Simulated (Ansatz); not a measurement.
H4Au3. Total charge 0; doublet. Geometry PBE-D4/def2-TZVP, basis def2-TZVP, Ansatz.

```xyz
7

Au   -0.3977    0.8912    0.0472
Au    1.6065   -0.6973   -0.8714
Au   -0.3811   -1.6971    0.6401
H     2.7157   -1.7525   -1.3026
H    -1.2608    2.6093   -0.2786
H    -1.6131   -2.1507    1.5354
H    -0.6695    2.7970    0.2300
```

| run | HOMO (eV) | LUMO (eV) |
| --- | --- | --- |
| A | -6.23 | -4.21 |
| B | -5.58 | -4.85 |
| C | -5.39 | -4.96 |
| D | -5.59 | -5.28 |

In the def2 sets Au takes a core potential; there is no spin–orbit coupling. In the doublet, H5 and H7 lie 0.80 Å apart (atoms count from 1), so H2 has formed as a molecule. No other spin state of charge 0 was run. Another isomer (doublet) lies 0.06 eV lower at PBE0-D4/def2-TZVP; other spin states weren't run for this one.

HOMO and LUMO are taken over both spins.

Q: The runs used LDA (SPW92), PBE, PBE0, r2SCAN. Estimate which is which.

A: A PBE0 (25 % exact exchange); B r2SCAN (0 % exact exchange); C PBE (0 % exact exchange); D LDA (SPW92) (0 % exact exchange). Exact exchange lowers occupied and raises empty levels; among semilocal functionals meta-GGAs tend to open the gap a little, and such runs are hard to tell apart. The gap grows from 0.32 eV (LDA (SPW92)) to 2.02 eV (PBE0).
